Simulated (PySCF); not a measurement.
C7H9O (SMILES Cc1ccc([OH2+])cc1), charge +1, singlet, at a GFN2-xTB geometry; PBE0/STO-3G (PySCF).

The PySCF input:
```python
from pyscf import gto, scf, dft

mol = gto.M(
    atom='''
C     2.879518    0.205667    0.421664
C     1.408264    0.100958    0.215973
C     0.719878    1.099582   -0.471527
C    -0.644451    1.011042   -0.686288
C    -1.305231   -0.098103   -0.201796
O    -2.753556   -0.229070   -0.470449
C    -0.669329   -1.109292    0.485419
C     0.696326   -0.999149    0.688334
H     3.211872   -0.433855    1.233878
H     3.171359    1.231728    0.630316
H     3.397338   -0.104583   -0.486074
H     1.256117    1.958351   -0.843141
H    -1.167631    1.786954   -1.223692
H    -3.168758    0.655900   -0.554143
H    -3.182406   -0.777136    0.221166
H    -1.210949   -1.967912    0.851561
H     1.211656   -1.781116    1.223047
''',
    basis='sto-3g',
    charge=1,
    spin=0,
    verbose=4,
)

mf = dft.RKS(mol)
mf.xc = 'pbe0'
mf.grids.atom_grid = (99, 590)
mf.grids.prune = None
mf.kernel()
```

It wrote (shortened):

```
PySCF version 2.14.0

[INPUT] verbose = 4
[INPUT] num. atoms = 17
[INPUT] num. electrons = 58
[INPUT] charge = 1
[INPUT] spin (= nelec alpha-beta = 2S) = 0
[INPUT] symmetry False subgroup None
[INPUT] Mole.unit = angstrom
[INPUT] Symbol           X                Y                Z      unit          X                Y                Z       unit  Magmom
[INPUT]  1 C      2.879518000000   0.205667000000   0.421664000000 AA    5.441500390755   0.388654302861   0.796829476589 Bohr   0.0
[INPUT]  2 C      1.408264000000   0.100958000000   0.215973000000 AA    2.661233271084   0.190782970084   0.408129820301 Bohr   0.0
[INPUT]  3 C      0.719878000000   1.099582000000  -0.471527000000 AA    1.360372263100   2.077908831501  -0.891056890338 Bohr   0.0
[INPUT]  4 C     -0.644451000000   1.011042000000  -0.686288000000 AA   -1.217835890702   1.910592480433  -1.296896362576 Bohr   0.0
[INPUT]  5 C     -1.305231000000  -0.098103000000  -0.201796000000 AA   -2.466529119292  -0.185387801998  -0.381339173033 Bohr   0.0
[INPUT]  6 O     -2.753556000000  -0.229070000000  -0.470449000000 AA   -5.203466708653  -0.432879563354  -0.889019765576 Bohr   0.0
[INPUT]  7 C     -0.669329000000  -1.109292000000   0.485419000000 AA   -1.264848497229  -2.096258072171   0.917308965660 Bohr   0.0
[INPUT]  8 C      0.696326000000  -0.999149000000   0.688334000000 AA    1.315865433414  -1.888117967633   1.300762742226 Bohr   0.0
[INPUT]  9 H      3.211872000000  -0.433855000000   1.233878000000 AA    6.069558427159  -0.819867127773   2.331691491126 Bohr   0.0
[INPUT] 10 H      3.171359000000   1.231728000000   0.630316000000 AA    5.992999952675   2.327628579958   1.191124611931 Bohr   0.0
[INPUT] 11 H      3.397338000000  -0.104583000000  -0.486074000000 AA    6.420038372578  -0.197633227285  -0.918546736272 Bohr   0.0
[INPUT] 12 H      1.256117000000   1.958351000000  -0.843141000000 AA    2.373717110410   3.700747045768  -1.593305574392 Bohr   0.0
[INPUT] 13 H     -1.167631000000   1.786954000000  -1.223692000000 AA   -2.206502804552   3.376853657196  -2.312442740821 Bohr   0.0
[INPUT] 14 H     -3.168758000000   0.655900000000  -0.554143000000 AA   -5.988084775025   1.239471365102  -1.047178503845 Bohr   0.0
[INPUT] 15 H     -3.182406000000  -0.777136000000   0.221166000000 AA   -6.013875757173  -1.468574201540   0.417943168066 Bohr   0.0
[INPUT] 16 H     -1.210949000000  -1.967912000000   0.851561000000 AA   -2.288361960816  -3.718814717245   1.609217068361 Bohr   0.0
[INPUT] 17 H      1.211656000000  -1.781116000000   1.223047000000 AA    2.289697997186  -3.365821436081   2.311223867471 Bohr   0.0

nuclear repulsion = 353.719455572699
number of shells = 33
number of NR pGTOs = 147
number of NR cGTOs = 49
basis = sto-3g
ecp = {}

******** <class 'pyscf.dft.rks.RKS'> ********
method = RKS
initial guess = minao
damping factor = 0
level_shift factor = 0
DIIS = <class 'pyscf.scf.diis.CDIIS'>
diis_start_cycle = 1
diis_space = 8
diis_damp = 0
SCF conv_tol = 1e-09
SCF conv_tol_grad = None
SCF max_cycles = 50
direct_scf = True
direct_scf_tol = 1e-13
XC library pyscf.dft.libxc version 7.1.2
    S. Lehtola, C. Steigemann, M. J. T. Oliveira, and M. A. L. Marques,  SoftwareX 7, 1–5 (2018)
XC functionals = pbe0
    C. Adamo and V. Barone,  J. Chem. Phys. 110, 6158 (1999)
    M. Ernzerhof and G. E. Scuseria,  J. Chem. Phys. 110, 5029 (1999)
radial grids:
    Treutler-Ahlrichs [JCP 102, 346 (1995); DOI:10.1063/1.469408] (M4) radial grids

becke partition: Becke, JCP 88, 2547 (1988); DOI:10.1063/1.454033
pruning grids: None
grids dens level: 3
symmetrized grids: False
atomic radii adjust function: <function treutler_atomic_radii_adjust>
User specified grid scheme (99, 590)
small_rho_cutoff = 0
Set gradient conv threshold to 3.16228e-05
Initial guess from minao.
tot grids = 992976
init E= -344.262140268987
  HOMO = -0.246770262894468  LUMO = -0.0163062206599487  gap/eV = 6.27125
cycle= 1 E= -342.404293663123  delta_E= 1.86  |g|= 0.32  |ddm|= 5.52
  HOMO = -0.358442126028095  LUMO = -0.109051729694541  gap/eV = 6.78626
cycle= 2 E= -342.397578688921  delta_E= 0.00671  |g|= 0.38  |ddm|= 1.02
  HOMO = -0.374570098853515  LUMO = -0.0872578740509511  gap/eV = 7.81816
cycle= 3 E= -342.445966271084  delta_E= -0.0484  |g|= 0.0552  |ddm|= 0.577
  HOMO = -0.376497131482892  LUMO = -0.0907009850653727  gap/eV = 7.77691
cycle= 4 E= -342.446771534757  delta_E= -0.000805  |g|= 0.0284  |ddm|= 0.11
  HOMO = -0.378931122321785  LUMO = -0.0913448185343836  gap/eV = 7.82562
cycle= 5 E= -342.447032302178  delta_E= -0.000261  |g|= 0.00469  |ddm|= 0.0405
  HOMO = -0.378189485449478  LUMO = -0.0906723635114919  gap/eV = 7.82374
cycle= 6 E= -342.447038915137  delta_E= -6.61e-06  |g|= 0.000878  |ddm|= 0.00669
  HOMO = -0.378132818700447  LUMO = -0.0905917481763718  gap/eV = 7.82439
cycle= 7 E= -342.447039141806  delta_E= -2.27e-07  |g|= 0.000282  |ddm|= 0.00144
  HOMO = -0.378167175019124  LUMO = -0.090636388700515  gap/eV = 7.82411
cycle= 8 E= -342.447039164301  delta_E= -2.25e-08  |g|= 6.44e-05  |ddm|= 0.000391
  HOMO = -0.378167836275158  LUMO = -0.0906352985592631  gap/eV = 7.82416
cycle= 9 E= -342.447039165478  delta_E= -1.18e-09  |g|= 2.8e-05  |ddm|= 0.000109
  HOMO = -0.378166407288036  LUMO = -0.0906339383147398  gap/eV = 7.82416
cycle= 10 E= -342.4470391657  delta_E= -2.23e-10  |g|= 5.6e-06  |ddm|= 3.51e-05
  HOMO = -0.378166157387479  LUMO = -0.0906337361889418  gap/eV = 7.82416
Extra cycle  E= -342.447039165698  delta_E= 2.05e-12  |g|= 6.28e-06  |ddm|= 1.55e-05
converged SCF energy = -342.447039165698
```
